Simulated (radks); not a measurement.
Removal energies from the rhodium ion Rh8+, [Kr] 4d1, by Delta-SCF beside the eigenvalue of the level emptied. Calculated with a radial shooting solver on a logarithmic mesh with Libxc functionals: non-relativistic Kohn-Sham, PBE, spin-polarised, spherical densities, point nucleus. Open shells are filled with parallel spins first.

| removed from | final configuration | Delta-SCF (eV) | -eigenvalue (eV) |
|---|---|---|---|
| 4d | [Kr] | 136.20 | 126.65 |
| 4p | [Ar] 3d10 4s2 4p5 4d1 | 185.71 | 175.30 |
| 4s | [Ar] 3d10 4s1 4p6 4d1 | 216.00 | 205.17 |
| 3d | [Ar] 3d9 4s2 4p6 4d1 | 469.10 | 445.10 |
